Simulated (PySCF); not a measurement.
**Spinor energies of Xe (xenon, neutral)**

Start: [Xe]. Calculated with PySCF 2.14 in x2c-TZVPPall-2c (8s9p5d2f, 74 functions): generalised Hartree-Fock with the X2C-1e Hamiltonian and a Gaussian nucleus; one run each with spin-orbit coupling (SO) switched off, then screened by Boettger's factors.

```csv
spinor shell,electrons,"ε, spin-free (eV)","ε, screened SO (eV)",weight of nominal j (screened SO),"rms radius, screened SO (bohr)"
1s1/2,2,-34727.6,-34723.5,1.000,0.0305
2s1/2,2,-5506.6,-5505.5,1.000,0.124
2p1/2,2,-4934.1,-5160.1,1.000,0.107
2p3/2,4,-4934.1,-4832.6,1.000,0.112
3s1/2,2,-1170.0,-1169.6,1.000,0.326
3p1/2,2,-980.70,-1024.8,1.000,0.318
3p3/2,4,-980.70,-960.73,1.000,0.330
3d3/2,4,-700.34,-708.11,1.000,0.302
3d5/2,6,-700.34,-694.82,1.000,0.305
4s1/2,2,-229.36,-229.26,1.000,0.762
4p1/2,2,-166.81,-175.65,1.000,0.797
4p3/2,4,-166.81,-162.75,1.000,0.825
4d3/2,4,-72.623,-73.845,1.000,0.939
4d5/2,6,-72.623,-71.712,1.000,0.950
5s1/2,2,-27.526,-27.507,1.000,2.02
5p1/2,2,-12.433,-13.423,1.000,2.41
5p3/2,4,-12.433,-11.979,1.000,2.53
```

```json
{"quantity": "E (hartree)", "spin-free": "-7442.33866", "screened SO": "-7444.74969"}
{"quantity": "M_J", "spin-free": "0", "screened SO": "0"}
{"quantity": "⟨J²⟩", "spin-free": "0.000", "screened SO": "0.000"}
{"quantity": "⟨L²⟩", "spin-free": "0.000", "screened SO": "0.034"}
{"quantity": "⟨S²⟩", "spin-free": "0.000", "screened SO": "0.034"}
```

Breit and QED terms are absent; they matter most for the inner s and p1/2 levels.

Densities and radii are taken from the X2C orbitals without a picture-change correction, which distorts them close to the nucleus.

Without spin-orbit coupling the j labels of p, d and f shells carry no meaning; the spin-free column gives the mean over the occupied spinors of each nl shell.
